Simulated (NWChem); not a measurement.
System: C2H8OSi; SMILES C[C@@H](O)[SiH3]

NWChem input:

```
start job
memory heap 200 mb stack 900 mb global 1100 mb
geometry units angstroms noautoz
  C     -1.148890     1.275738     0.148048
  C      0.032068     0.500364    -0.403801
  O      1.210769     1.079371     0.137545
  Si    -0.029590    -1.356634     0.042876
  H     -1.050416     2.342502    -0.108010
  H     -2.099515     0.905073    -0.264388
  H     -1.190553     1.198399     1.245630
  H      0.021067     0.596239    -1.510237
  H      1.973675     0.673021    -0.286552
  H     -0.134005    -1.521465     1.523989
  H      1.244427    -1.994956    -0.419869
  H     -1.178353    -2.055630    -0.615806
end
basis spherical
  * library def2-tzvp
end
dft
  xc xpbe96 cpbe96
  iterations 150
  semidirect filesize 400000000
  mulliken
end
task dft energy
```

Output (shortened):

```
             Northwest Computational Chemistry Package (NWChem) 7.3.0
             --------------------------------------------------------

 C1  symmetry detected

                             Geometry "geometry" -> ""
                             -------------------------

 Output coordinates in angstroms (scale by  1.889725989 to convert to a.u.)

  No.       Tag          Charge          X              Y              Z
 ---- ---------------- ---------- -------------- -------------- --------------
    1 C                    6.0000    -1.16143374     1.26043765     0.12476499
    2 C                    6.0000     0.03515586     0.48889453    -0.39801460
    3 O                    8.0000     1.19870348     1.07464405     0.16828488
    4 Si                  14.0000    -0.02838749    -1.36715356     0.05233122
    5 H                    1.0000    -1.06190571     2.32694064    -0.13197186
    6 H                    1.0000    -2.10081189     0.88439846    -0.30807112
    7 H                    1.0000    -1.22762871     1.18586471     1.22133258
    8 H                    1.0000     0.04881954     0.58174286    -1.50467903
    9 H                    1.0000     1.97282147     0.67058570    -0.23727934
   10 H                    1.0000    -0.16562604    -1.52846760     1.53115198
   11 H                    1.0000     1.25860891    -2.00098890    -0.37964127
   12 H                    1.0000    -1.15881321    -2.07307155    -0.63026038

 Effective nuclear repulsion energy (a.u.)     174.4886389533

  pbe96 is a nonlocal functional; adding pw91lda local functional.

                                 NWChem DFT Module
                                 -----------------

 Summary of "ao basis" -> "ao basis" (spherical)
 ------------------------------------------------------------------------------
       Tag                 Description            Shells   Functions and Types
 ---------------- ------------------------------  ------  ---------------------
 C                         def2-tzvp                11       31   5s3p2d1f
 O                         def2-tzvp                11       31   5s3p2d1f
 Si                        def2-tzvp                13       37   5s5p2d1f
 H                         def2-tzvp                 4        6   3s1p

            General Information
            -------------------
          SCF calculation type: DFT
          Wavefunction type:  closed shell.
          No. of atoms     :    12
          No. of electrons :    42
           Alpha electrons :    21
            Beta electrons :    21
          Charge           :     0
          Spin multiplicity:     1
          Use of symmetry is: off; symmetry adaption is: off
          Maximum number of iterations: 150
          AO basis - number of functions:   178
                     number of shells:    78
          Convergence on energy requested:  1.00D-06
          Convergence on density requested:  1.00D-05
          Convergence on gradient requested:  5.00D-04

              XC Information
              --------------
          PerdewBurkeErnzerhof Exchange Functional  1.000
            Perdew 1991 LDA Correlation Functional  1.000 local
           PerdewBurkeErnz. Correlation Functional  1.000 non-local

             Grid Information
             ----------------
          Grid used for XC integration:  medium
          Radial quadrature: Mura-Knowles
          Angular quadrature: Lebedev.
          Tag              B.-S. Rad. Rad. Pts. Rad. Cut. Ang. Pts.
          ---              ---------- --------- --------- ---------
          C                   0.70       49          11.0       434
          O                   0.60       49          11.0       434
          Si                  1.10       88          11.0       590
          H                   0.35       45          12.0       434
          Grid pruning is: on
          Number of quadrature shells:   595
          Spatial weights used:  Erf1

      Superposition of Atomic Density Guess
      -------------------------------------

 Sum of atomic energies:        -442.96084776

      Non-variational initial energy
      ------------------------------

 Total energy =    -445.019421
 1-e energy   =    -954.898506
 2-e energy   =     335.390446
 HOMO         =      -0.302567
 LUMO         =       0.047563

------------------------------------------------------------
EAF file 0: "./job.aoints.0" size=617086976 bytes
------------------------------------------------------------
               write      read    awrite     aread      wait
               -----      ----    ------     -----      ----
     calls:     1177         0         0         0         0
   data(b): 6.17e+08  0.00e+00  0.00e+00  0.00e+00
   time(s): 0.00e+00  0.00e+00  0.00e+00  0.00e+00  0.00e+00
rate(mb/s): 0.00e+00  0.00e+00
------------------------------------------------------------

     ---------------------------------------------
      Total Density - Mulliken Population Analysis
     ---------------------------------------------

    Atom       Charge   Shell Charges
 -----------   ------   -------------------------------------------------------
    1 C    6     6.52   0.86  1.12  0.56  0.66  0.13  1.27  1.42  0.44  0.01  0.04  0.00
    2 C    6     6.03   0.86  1.12  0.53  0.67  0.10  1.09  1.25  0.28  0.02  0.12  0.01
    3 O    8     8.68   0.79  1.18  0.59  0.94  0.26  1.97  2.13  0.78  0.00  0.02  0.00
    4 Si  14    13.71   2.00  0.59  1.39  0.89  0.47  4.12  1.73  0.52  1.32  0.49  0.08  0.09  0.02
    5 H    1     0.84   0.24  0.44  0.13  0.02
    6 H    1     0.82   0.24  0.44  0.13  0.02
    7 H    1     0.84   0.24  0.44  0.13  0.02
    8 H    1     0.87   0.25  0.46  0.15  0.02
    9 H    1     0.56   0.20  0.26  0.06  0.04
   10 H    1     1.05   0.23  0.54  0.27  0.01
   11 H    1     1.05   0.23  0.55  0.27  0.01
   12 H    1     1.05   0.22  0.54  0.27  0.01

   convergence    iter        energy       DeltaE   RMS-Dens  Diis-err
 ---------------- ----- ----------------- --------- --------- ---------
 d= 0,ls=0.0,diis     1   -445.3727178949 -6.20D+02  7.92D-03  1.06D+00
 d= 0,ls=0.0,diis     2   -445.3160123011  5.67D-02  6.37D-03  1.32D+00
 d= 0,ls=0.0,diis     3   -445.4120789228 -9.61D-02  1.62D-03  3.69D-01
 d= 0,ls=0.0,diis     4   -445.4425717506 -3.05D-02  3.86D-04  6.75D-03
 d= 0,ls=0.0,diis     5   -445.4432057891 -6.34D-04  1.55D-04  1.56D-03
  Resetting Diis
 d= 0,ls=0.0,diis     6   -445.4433900948 -1.84D-04  3.46D-05  7.48D-05
 d= 0,ls=0.0,diis     7   -445.4433985791 -8.48D-06  2.12D-05  7.58D-06
 d= 0,ls=0.0,diis     8   -445.4433971520  1.43D-06  1.30D-05  1.92D-05
 d= 0,ls=0.0,diis     9   -445.4433994529 -2.30D-06  1.93D-06  2.91D-07
 d= 0,ls=0.0,diis    10   -445.4433994872 -3.43D-08  4.67D-07  1.11D-08

         Total DFT energy =     -445.443399487217
      One electron energy =     -959.235940748955
           Coulomb energy =      382.287308192153
    Exchange-Corr. energy =      -42.983405883693
 Nuclear repulsion energy =      174.488638953277

 Numeric. integr. density =       41.999982431388

                       DFT Final Molecular Orbital Analysis
                       ------------------------------------

 Vector   19  Occ=2.000000D+00  E=-2.998779D-01
              MO Center= -1.5D-01, -1.1D+00, -1.4D-01, r^2= 3.9D+00
   Bfn.  Coefficient  Atom+Function         Bfn.  Coefficient  Atom+Function
  ----- ------------  ---------------      ----- ------------  ---------------
   108      0.224140   4 Si px              174     -0.211981  12 H  s
   168      0.169376  11 H  s               175     -0.141054  12 H  s
    69      0.133630   3 O  py              173     -0.133566  12 H  s
   110      0.125248   4 Si pz              169      0.112480  11 H  s
    72      0.109136   3 O  py              167      0.104245  11 H  s

 Vector   20  Occ=2.000000D+00  E=-2.866546D-01
              MO Center=  3.8D-01,  3.7D-01, -4.4D-02, r^2= 3.3D+00
   Bfn.  Coefficient  Atom+Function         Bfn.  Coefficient  Atom+Function
  ----- ------------  ---------------      ----- ------------  ---------------
    70      0.266085   3 O  pz               73      0.213450   3 O  pz
    38     -0.170555   2 C  py               76      0.151246   3 O  pz
   109      0.130368   4 Si py               39     -0.129705   2 C  pz
    41     -0.128722   2 C  py              150      0.129124   8 H  s
     7      0.127979   1 C  py               67      0.127999   3 O  s

 Vector   21  Occ=2.000000D+00  E=-2.160855D-01
              MO Center=  5.5D-01,  5.0D-01, -8.5D-02, r^2= 2.6D+00
   Bfn.  Coefficient  Atom+Function         Bfn.  Coefficient  Atom+Function
  ----- ------------  ---------------      ----- ------------  ---------------
    69      0.285126   3 O  py               70     -0.232579   3 O  pz
    72      0.231478   3 O  py               75      0.214603   3 O  py
   109      0.202193   4 Si py               73     -0.189828   3 O  pz
    38     -0.172233   2 C  py               76     -0.166326   3 O  pz
    97      0.151142   4 Si s                36      0.144397   2 C  s

 Vector   22  Occ=0.000000D+00  E=-1.446427D-02
              MO Center=  5.4D-01, -6.2D-01, -2.3D-01, r^2= 6.5D+00
   Bfn.  Coefficient  Atom+Function         Bfn.  Coefficient  Atom+Function
  ----- ------------  ---------------      ----- ------------  ---------------
    36      1.835986   2 C  s               112     -1.022944   4 Si py
   151     -0.743012   8 H  s               157     -0.719066   9 H  s
     5      0.710092   1 C  s               139     -0.492193   6 H  s
   175     -0.466101  12 H  s                44     -0.361319   2 C  py
    67      0.342432   3 O  s               169     -0.330163  11 H  s

[...]
```

Level: PBE/def2-TZVP. The geometry was optimised at PBE0/def2-SVP.
